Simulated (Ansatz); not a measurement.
# Interaction energy ladder

The pair of F⁻ (SMILES [F-], atom 1) and CH₃I (SMILES CI, atoms 2–6), both closed shells, in one local arrangement (a lower one may exist), relaxed at PBE0-D4/def2-TZVPD:

F1  (-0.574, 0.255, -2.228)
C2  (0.243, 0.082, 0.290)
I3  (-0.955, -1.128, 1.622)
H4  (-0.203, 0.087, -0.777)
H5  (0.253, 1.067, 0.755)
H6  (1.235, -0.364, 0.339)
(Å)

Computed with Ansatz 0.2.0 (basis: def2-TZVPPD, with def2-QZVPPD for the basis limit); correlated methods freeze the cores. Filled d shells of the heavier atoms are correlated. Core potentials replace the inner electrons of the atoms past krypton. The def2 sets are not built for correlating such inner shells, so the correlated values are less sure here. B3LYP uses VWN-RPA correlation. Extrapolation: Hartree–Fock as exp(−7.88 √X), correlation as X^−2.97. Interaction energies count from these two fragments, frozen as in the pair, with the counterpoise correction; negative means bound.

(1) What is the interaction energy by CCSD(T) at an estimated basis limit (MP2 extrapolated from triple and quadruple zeta, plus CCSD(T) − MP2 in triple zeta)? (Judge from chemistry; the value comes from the calculation.)

(2) Which atoms make the shortest contact between the fragments?

T1 diagnostic: at most 0.023.

Results:

(1) By the calculation: -21.24 kcal/mol. Hartree–Fock alone gives -18.34 kcal/mol at the basis limit. It counts from the two fragments frozen as in the pair.

The same quantity by other methods in triple zeta, and each one's difference from that estimate:
```json
{"method": "PBE-D4", "E_int (kcal/mol)": "-22.64", "difference": "-1.40"}
{"method": "revPBE-D4", "E_int (kcal/mol)": "-20.76", "difference": "0.48"}
{"method": "BLYP-D4", "E_int (kcal/mol)": "-20.44", "difference": "0.80"}
{"method": "r2SCAN-D4", "E_int (kcal/mol)": "-23.42", "difference": "-2.18"}
{"method": "B97M-V", "E_int (kcal/mol)": "-21.77", "difference": "-0.54"}
{"method": "PBE0-D4", "E_int (kcal/mol)": "-22.84", "difference": "-1.61"}
{"method": "B3LYP-D4", "E_int (kcal/mol)": "-21.26", "difference": "-0.03"}
{"method": "HSE06-D4", "E_int (kcal/mol)": "-22.93", "difference": "-1.69"}
{"method": "wB97X-V", "E_int (kcal/mol)": "-20.76", "difference": "0.48"}
{"method": "wB97M-V", "E_int (kcal/mol)": "-21.09", "difference": "0.14"}
{"method": "B2PLYP", "E_int (kcal/mol)": "-20.18", "difference": "1.06"}
{"method": "HF", "E_int (kcal/mol)": "-18.27", "difference": "2.96"}
{"method": "MP2", "E_int (kcal/mol)": "-19.70", "difference": "1.54"}
{"method": "CCSD", "E_int (kcal/mol)": "-19.32", "difference": "1.91"}
{"method": "CCSD(T)", "E_int (kcal/mol)": "-19.85", "difference": "1.39"}
```
Differences are method less estimate.

(2) F1 and H4, 1.51 Å apart.

Energy to bend the free fragments (PBE0-D4 minima) into their shapes in the pair, CCSD(T)/def2-TZVPPD: CH₃I 2.47 kcal/mol. This must be added to the interaction energy to get the binding energy from relaxed fragments.

Basis-set superposition shift (counterpoise-corrected less uncorrected): CCSD(T) 1.27; MP2 1.25; HF 0.04; PBE0-D4 0.07; wB97M-V 0.06 kcal/mol.

For scale, one of the runs: CCSD(T)/def2-TZVPPD, 187 basis functions, launched by `ansatz run in.yaml --threads 4 --pin off --events-out ev --progress --plain --max-ram 9574MiB`. The run took 71 s on 4 CPU threads of an Arm Neoverse V1 (shared host), with 2.3 GiB of host memory at its peak.
